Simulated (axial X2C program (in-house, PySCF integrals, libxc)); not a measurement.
**Excited states of Sb₂ by EOM-EE-CCSD**

Calculated with an in-house all-electron X2C program for linear molecules (integrals from PySCF): two-component X2C with atomic mean-field Coulomb and Gaunt terms, Gaussian nuclei, basis Sb dyall-acv3z with contracted cores.

R = 2.474 Å (near the PBE0 minimum at charge 0 of the determinant lowest at the starting distance; the state shown can have its own minimum elsewhere).

Hartree–Fock spinors of Sb₂ (one of each Kramers pair; a window near the gap, which can cut inner shells):

```
  ω  occupied  ε (eV)                    character
1/2       yes  -20.47  75% Sb s, 16% Sb p, 8% Sb d
1/2       yes  -15.19  64% Sb s, 27% Sb p, 7% Sb d
1/2       yes   -9.20           85% Sb p, 10% Sb s
1/2       yes   -8.37            88% Sb p, 8% Sb d
3/2       yes   -7.92            88% Sb p, 8% Sb d
1/2        no   -0.50  64% Sb p, 29% Sb d, 6% Sb f
3/2        no   -0.22  62% Sb p, 32% Sb d, 6% Sb f
1/2        no    0.81            94% Sb p, 4% Sb d
1/2        no    1.20           71% Sb s, 25% Sb p
1/2        no    1.34                     98% Sb p
3/2        no    1.36                     98% Sb p
```

Vertical excitation energies from the closed-shell determinant state of Sb₂:

| Ω | excitation (eV) | cm⁻¹ | hole of the leading pair | particle of the leading pair | weight of the pair (for Ω = 0 its time-reversed partner can hold as much again) | singles weight |
| --- | --- | --- | --- | --- | --- | --- |
| 1 | 1.457 | 11748 | 88% Sb pπ | 70% Sb pπ, 20% Sb dπ | 0.72 | 0.96 |
| 0⁻ | 1.545 | 12462 | 88% Sb pπ | 70% Sb pπ, 20% Sb dπ | 0.24 | 0.96 |
| 2 | 2.041 | 16463 | 88% Sb pπ | 70% Sb pπ, 22% Sb dπ | 0.78 | 0.96 |
| 1 | 2.167 | 17476 | 88% Sb pπ | 70% Sb pπ, 20% Sb dπ | 0.95 | 0.96 |
| 3 | 2.171 | 17511 | 88% Sb pπ | 70% Sb pπ, 22% Sb dπ | 0.95 | 0.96 |

This point took 25 s on 1 thread of Arm Neoverse V1 (shared host).

Reference electrons by ω block (each with its −ω partner): 1/2: 32, 3/2: 15, 5/2: 4. 10 electrons of Sb₂ correlated (inner shells frozen), 88 natural virtual spinors (a truncated set); levels can be off by some tenths of an eV. Roots sought by Ω: (0: 5, 1: 4, 2: 3, 3: 1); rows need 60 % singles weight and stop where some Ω has no more roots. Missing are any skipped roots, higher Ω and states of a further excitation; these come out far too high here and may in truth be low or lowest. T1 of the reference 0.021 (Lee–Taylor). Number of frozen shells: Sb 4 s, 3 p, 2 d. g and u states are not told apart.
